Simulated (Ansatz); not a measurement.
Mulliken charges of CH6BSb, SMILES `C[BH][SbH2]` from r2SCAN/def2-TZVPP in Ansatz (PBE0-D4/def2-TZVP geometry).

```
atom   x (Å)   y (Å)   z (Å)  charge (e)
  C1  -0.697   0.977  -0.600      -0.195
  B2   0.386  -0.132  -0.547      -0.087
 Sb3   1.415  -0.767   1.324       0.273
  H4  -1.638   0.449  -0.825       0.071
  H5  -0.552   1.663  -1.441       0.076
  H6  -0.857   1.545   0.316       0.060
  H7   0.753  -0.653  -1.562       0.001
  H8   1.258  -2.435   1.019      -0.096
  H9   0.019  -0.692   2.299      -0.103
```

**Question.** By hand: the dipole of these point charges (1 e Å = 4.8032 D).

**Answer.** Σ q r = (0.157, 0.167, 0.041) e Å, of length 0.233 e Å = 1.12 D.

**Question.** How does the dipole of the full density compare? (Estimate.)

**Answer.** Ansatz gave: (-0.148, 0.146, -0.132) e Å, 1.18 D; the point charges give 0.95 times that, at 94° from its direction.

Point charges leave out the atoms' own dipoles, such as those of lone pairs, and Mulliken's split depends on the basis, so the two needn't agree.
